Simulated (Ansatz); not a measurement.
Molecule: MoCl₅ (charge 0, doublet). The spin state was set by rule; other spins were not relaxed. SMILES: [Cl][Mo]([Cl])([Cl])([Cl])[Cl]
Structure (B3LYP-D3(BJ)/def2-TZVP (Ansatz, a first-principles code) minimum search):
```
Mo
Cl 1 2.2264
Cl 1 2.2463 2 121.15
Cl 1 2.2463 2 121.15 3 180.00
Cl 1 2.3153 2 92.04 3 -90.00
Cl 1 2.3153 2 92.04 5 180.00
```
Charge 0, spin multiplicity 2.

Property: atomisation energy (electronic, to ground-state atoms), in kcal/mol. Correlated levels leave the core frozen unless marked. UHF or UKS for open shells. No spin-orbit coupling. The frozen core is the preceding noble-gas configuration, with the filled d and f shells of earlier blocks. In def2 rows, elements after Kr have scalar-relativistic effective core potentials. The coupled-cluster limit lacks core correlation, which all-electron functionals hold. CBS marks a two-point X^-3 extrapolation of the correlation energy; Hartree-Fock from the larger set. The bracket is a focal-point correction in the basis named.

```
level                                                            program  atomisation energy (kcal/mol)
--------------------------------------------------------  --------------  -----------------------------
B97M-V/def2-TZVPD                                                 Ansatz                          410.0
B3LYP-D3(BJ)/def2-TZVPD                                   Ansatz + dftd3                          401.6
B3LYP/def2-TZVPD                                                  Ansatz                          384.3
PBE0-D4/def2-TZVPD                                        Ansatz + dftd4                          395.3
RPA@PBE/def2-TZVPP                                                Ansatz                            [?]
RI-MP2/CBS(def2-TZVPP,def2-QZVPP)+[CCSD(T)-MP2]/def2-SVP          Ansatz                            [?]
```

Question: Some entries are withheld; supply them.

Answer: 
- RPA@PBE/def2-TZVPP, atomisation energy (kcal/mol): 339.6
- RI-MP2/CBS(def2-TZVPP,def2-QZVPP)+[CCSD(T)-MP2]/def2-SVP, atomisation energy (kcal/mol): 402.3
